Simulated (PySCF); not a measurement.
# CdBi⁺: one state, many levels of theory

State: ³Σ⁻ (triplet), unpaired electrons π ↑↑. Set-up: Cd def2-SVP with ECP28, Bi def2-SVP with ECP60; scalar-relativistic core potentials (PySCF 2.14). De refers to Cd + Bi⁺ in their high-spin ground configurations, without counterpoise correction. The functionals are run spin-unrestricted. A positive dipole points towards Bi; it is taken about the centre of mass and depends on that origin.

```csv
Level,Re (Å),ωe (cm⁻¹),De (eV),μ (D)
ROHF,2.944,120,n/a,-4.73
ROHF-MP2,2.856,134,n/a,n/a
ROHF-SCS-MP2,2.886,128,n/a,n/a
PBE,2.884,122,n/a,-3.10
r²SCAN,2.849,129,n/a,-3.55
r²SCANh,2.848,130,n/a,-3.68
PBE0,2.867,127,n/a,-3.59
B97-3,2.919,118,n/a,-3.47
M06,2.898,123,n/a,-2.58
LC-ωPBE,2.832,134,n/a,-4.11
```

Correlated steps freeze 4 core orbitals. Spin–orbit coupling is left out, which matters for elements this heavy, above all for dissociation energies. UHF is strongly spin-contaminated for CdBi⁺, so the ROHF reference used there is far from stable. The state is the lowest determinant that a PBE0 search found; another state may lie lower at other levels.
